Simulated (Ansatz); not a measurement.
Start from `BCCCCl` and change one atom or group to get `C[SiH2]CCCl`.

Ansatz, PBE0-D4/def2-TZVP geometries, multiplicity 1. Each molecule was computed in one conformer, which needn't be the lowest.

```csv
property,`BCCCCl`
HOMO–LUMO gap (ωB97M-V/def2-TZVPP) / eV,11.23
size of the dipole moment (B3LYP/def2-TZVPP) / D,1.79
HOMO–LUMO gap (PBE/def2-TZVPP) / eV,4.61
LUMO energy (B3LYP/def2-TZVPP) / eV,-1.56
size of the dipole moment (PBE/def2-TZVPP) / D,1.72
HOMO energy (B3LYP/def2-TZVPP) / eV,-8.09
```

(1) Give the same properties after the change, and the shifts. (Best estimate.)

## Answers

(1) Computed: 
| property | `C[SiH2]CCCl` | shift |
| --- | --- | --- |
| HOMO–LUMO gap (ωB97M-V/def2-TZVPP) / eV | 12.48 | 1.25 |
| size of the dipole moment (B3LYP/def2-TZVPP) / D | 2.03 | 0.24 |
| HOMO–LUMO gap (PBE/def2-TZVPP) / eV | 6.24 | 1.63 |
| LUMO energy (B3LYP/def2-TZVPP) / eV | 0.10 | 1.66 |
| size of the dipole moment (PBE/def2-TZVPP) / D | 1.97 | 0.25 |
| HOMO energy (B3LYP/def2-TZVPP) / eV | -7.93 | 0.16 |

With PBE0 the HOMO rises by 0.16 eV and the LUMO rises by 1.69 eV, so the gap widens by about 1.53 eV. PBE moves the HOMO by 0.13 eV and ωB97M-V by 0.21 eV. Dipoles are sizes alone; their direction can turn.

B3LYP here is the variant with VWN-RPA as its local correlation; programs differ in this.
